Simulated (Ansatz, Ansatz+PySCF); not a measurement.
```xyz
2

Cu    0.0000    0.0000    0.0000
O     0.0000    0.0000    3.0960
```

Basis set: def2-SVP (spherical functions). Charge 0, multiplicity 2.

Computed with Ansatz (development build ahead of 0.2.0); each method stands on the lowest determinant of its kind that the runs found.

The atomization energy at this shape (free ground-state atoms in the same class of orbitals less the molecule, no zero-point energy) of doublet CuO:

| method | atomization energy |
| --- | --- |
| PBE0 (unrestricted) | 44.8 kJ/mol |

**Question.** What does UHF give?

**Answer.** 1.2 kJ/mol. Caution: the shape is not the minimum. Caution for PBE0 (unrestricted): the unrestricted determinant is spin contaminated. Caution for UHF: the unrestricted determinant is a mixture of spin states.
